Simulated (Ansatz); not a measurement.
Geometry optimisation, Ansatz, RKS B3LYP/def2-SVP.

The input (input.yaml):

```yaml
crystal:
  periodic: [false, false, false]
  atoms:
    - { symbol: B, position_ang: [0.0, 0.0, 0.0] }
    - { symbol: H, position_ang: [0.0, 0.0, 1.54] }
    - { symbol: F, position_ang: [1.1431, 0.0, -0.66] }
    - { symbol: F, position_ang: [-1.1431, 0.0, -0.66] }
    - { symbol: P, position_ang: [0.0924, -2.0952, 0.6969] }
    - { symbol: H, position_ang: [-0.6759, -2.9172, -0.1694] }
    - { symbol: H, position_ang: [1.442, -2.5368, 0.6936] }
    - { symbol: H, position_ang: [0.0385, -0.8732, 1.6712] }
basis:
  gaussian: { orbitals: def2-SVP }
hamiltonian:
  xc: b3lyp
relax:
  f_tol: 0.15
  max_steps: 25
  restrain:
    - { distance: [0, 4], at: 1.91, k: 30.0 }
    - { distance: [7, 1], at: 0.66, k: 30.0 }
    - { distance: [0, 1], at: 2.39, k: 30.0 }
    - { distance: [7, 4], at: 2.62, k: 30.0 }
```

Launched with:

```bash
$ ansatz run input.yaml --threads 1 --pin off --max-ram 2048MiB --backend cpu --events-out ev --progress --plain --runs-dir out
```

Q: Where does it end, and by what steps?

A: The run converged. The restraints hold the end off the free minimum. After 10 steps the energy has fallen by 3.694 eV (the restraints' own energy left out); H8 moved furthest, 0.83 Å. Parted: P5–H8 (1.56 → 2.63 Å).

```csv
step,energy less start (eV),largest force component (eV/Å),accepted
0,0.0000,4.539,yes
1,-0.6593,5.614,yes
2,-1.5706,5.147,yes
3,-2.5617,3.484,yes
4,-3.1825,2.074,yes
5,-3.5337,1.607,yes
6,-3.6535,1.824,yes
7,-3.7021,0.982,no
8,-3.6920,1.781,yes
9,-3.6926,1.776,yes
10,-3.6943,1.766,yes
```

```xyz
8
Properties=species:S:1:pos:R:3
B 0.070 -0.620 -0.227
H 0.021 0.469 1.910
F 1.150 0.131 -0.363
F -1.072 -0.106 -0.658
P 0.119 -2.343 0.615
H -0.651 -3.019 -0.375
H 1.384 -2.733 0.089
H -0.125 -0.200 2.121
```

Time of the run: 34 s on 1 thread of Arm Neoverse V1, with other jobs on the host, peak memory 0.15 GiB.
